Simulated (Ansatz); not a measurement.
Frontier orbitals of `[CH3][Hf]([Cl])([Br])[O][SiH3]`.

```xyz
12

C    -1.312    1.292   -1.245
Hf    0.713    0.519   -0.927
Cl    1.266   -0.696   -2.854
Br    2.179    2.498   -0.462
O     0.551   -0.618    0.597
Si    0.435   -1.605    1.909
H    -1.666    1.851   -0.371
H    -1.338    1.968   -2.107
H    -2.025    0.481   -1.434
H    -0.209   -0.861    3.021
H    -0.387   -2.789    1.556
H     1.794   -2.039    2.317
```

The species carries charge 0 and has multiplicity 1. Correlated methods include outer-core shells of Br, Hf, which these sets cover unevenly. Scalar relativity is left out up to krypton. Hf: def2 effective core potential. All single points use the PBE0-D4/def2-TZVP geometry. It is one conformer, not always the lowest. Basis def2-TZVPP, the Gaussian-basis code of Ansatz.

Orbital energies of one run (eV). Highest occupied ones, from the top: -7.76, -8.29, -8.39, -8.78, -8.90, -9.16, -9.17, -9.46, -10.16, -10.68, -10.88, -10.99, -11.11, -11.87. Empty: -1.68, -1.52, -0.78, -0.74, -0.52, -0.40.

Which functional gave them?
A. r2SCANh
B. r2SCAN0
C. revPBE
D. ωB97M-V

A. HOMO energies: r2SCANh -7.76, r2SCAN0 -8.50, ωB97M-V -10.59, revPBE -6.89 eV.
